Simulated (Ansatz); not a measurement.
Reaction (formal loss of a carbene): `[CH3][SnH2][GeH3]` → `[CH2]` (triplet) + `[GeH3][SnH3]`

Gas-phase electronic energies from Ansatz, PBE0-D4/def2-TZVP geometries. CBS: MP2 limit from def2 TZ/QZ plus the TZ coupled-cluster correction, frozen cores. This one scheme is used for every species. Functionals use def2-TZVPP. Triplets are unrestricted, without spin–orbit coupling. def2 core potentials past Kr. For Ge, Sn outer-core shells are correlated without core-valence functions, which leaves a few kJ/mol of doubt a bond. Scalar relativity is left out up to krypton.

```
             level  ΔE (kJ/mol)
           PBE0-D4        455.1
           ωB97X-V        467.1
              PBE0        449.8
SCS-MP2/def2-TZVPP        465.7
```

(1) What does CCSD(T)/CBS give? (Best estimate.)

Largest T1 diagnostic among the species: 0.012.

Answers

(1) Computed: +465.5 kJ/mol. The listed levels differ from it by -10.4, 1.6, -15.7, 0.2 kJ/mol.

From BLYP to BHLYP (50 % exact exchange), in def2-TZVPP and without D4, ΔE moves by −9.3 kJ/mol. In def2-TZVPP, CCSD(T) changes the Hartree–Fock value by +143.8 kJ/mol (the triples alone add +12.3 kJ/mol) and MP2 by +161.4 kJ/mol.

CCSD(T)/CBS has its own doubt, a few kJ/mol and more with outer-core shells, so smaller differences from it don't rank the levels.
